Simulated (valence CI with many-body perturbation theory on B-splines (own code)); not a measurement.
## Sensitivity of CI+MBPT for La35+

Calculated by valence CI with perturbative core correlation (CI+MBPT): four valence electrons over a frozen Dirac-Fock core [Ar], a basis of 6 s, 6 p, 5 d, 5 f, 1 g functions for each j, with the one-electron correlation potential Σ1 (screened to all orders), the two-electron term Σ2, the three-electron term Σ3, Breit, model QED; selected single and double excitations, second order for the rest, scaled by the run's own slope (own B-spline code, finite nucleus).

The last digits are not significant, and no measured levels were compared; by estimate large intervals hold to a few tenths of a per cent, small ones and those within an open d or f shell to about a per cent. Only levels of the ground parity were solved; by the run's estimate the other parity begins above the list, which can be wrong where configurations are misplaced.

The reference run has the lowest level (3d3/2^4) J=0 and an ionisation energy of 2376.84 eV. Its largest variational space holds 8174 state functions.

Levels are named by their leading jj configuration (3d3/2^4 stands for four electrons in 3d with j = 3/2), which in mixed levels can hold well under half, so a name can repeat and another be missing. Letters in brackets count levels of one name in rising energy.

Changed runs:
A. correlating orbitals by l 3 3 3 3 1 → 4 4 3 0 0
B. size limit of the variational space 10000 → 6000; box radius (bohr) 3.1836 → 2.84
C. Breit term on → off
D. start configuration 3d4 → 3s4 (bad on purpose)

Excitation energies of the reference run in cm⁻¹, and shifts in cm⁻¹:

| Level | Reference | A | B | C |
| --- | --- | --- | --- | --- |
| (3d3/2^3 3d5/2) J=1 | 115217 | -786 | 0 | +5034 |
| (3d3/2^3 3d5/2) J=2 | 174988 | -648 | -1.3 | +8132 |
| (3d3/2^3 3d5/2) J=4 | 186913 | -31 | -1.7 | +10179 |
| (3d3/2^3 3d5/2) J=3 | 200809 | -316 | -2.5 | +8945 |
| (3d3/2^2 3d5/2^2) J=0 | 285979 | -451 | 0 | +8715 |
| (3d3/2^2 3d5/2^2) J=4 [a] | 300073 | -683 | -1.3 | +14050 |
| (3d3/2^2 3d5/2^2) J=2 [a] | 312688 | +402 | -2.3 | +9272 |
| (3d3/2^2 3d5/2^2) J=3 [a] | 317103 | -183 | -2.7 | +11223 |
| (3d3/2^2 3d5/2^2) J=5 | 340293 | -219 | 0 | +16259 |
| (3d3/2^2 3d5/2^2) J=1 | 353490 | +284 | 0 | +10923 |
| (3d3/2^2 3d5/2^2) J=6 | 357456 | -104 | 0 | +19748 |
| (3d3/2^2 3d5/2^2) J=4 [b] | 382590 | +312 | -2.0 | +15683 |
| Ionisation energy (eV) | 2376.84 | -0.33 | +9e-05 | +1.64 |

Run D: It gave no result: a shell was given more electrons than it holds. The program said: "a valence shell holds more than 4l+2 electrons".
